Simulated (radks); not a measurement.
Ionisation of neutral antimony, [Kr] 4d10 5s2 5p3, to [Kr] 4d10 5s2 5p2 as the strength of local exchange is varied. Method: Dirac Kohn-Sham, Slater X-alpha exchange (alpha = 2/3 is LDA exchange), no correlation, spin-unpolarised, spherical densities, finite nucleus; open shells fill j = l - 1/2 first; Fermi nuclear charge, rms radius 4.6802 fm; computed with a radial shooting solver on a logarithmic mesh with Libxc functionals.

| alpha | E(Sb) (hartree) | exchange (hartree) | IE (eV) | -e of the level emptied (eV) | <r> of it (bohr) |
|---|---|---|---|---|---|
| 0.577 | -6451.47686 | -138.12403 | 6.388 | 3.086 (5p3/2) | 3.144 |
| 0.667 | -6473.05651 | -160.18977 | 7.075 | 3.672 (5p3/2) | 3.040 |
| 0.677 | -6475.45859 | -162.65016 | 7.154 | 3.739 (5p3/2) | 3.029 |
| 0.786 | -6501.69751 | -189.58039 | 8.034 | 4.506 (5p3/2) | 2.918 |
| 0.899 | -6529.00799 | -217.71514 | 8.995 | 5.358 (5p3/2) | 2.816 |

NIST Atomic Spectra Database: 8.608 eV (measured). The Delta-SCF value meets it near alpha = 0.85. Spin polarisation and multiplet splitting are left out, so open shells lie too high by an amount that depends on their filling.

Beside tabulated values, note that spin-unpolarised runs miss the spin-polarisation part of the exchange energy of open shells.
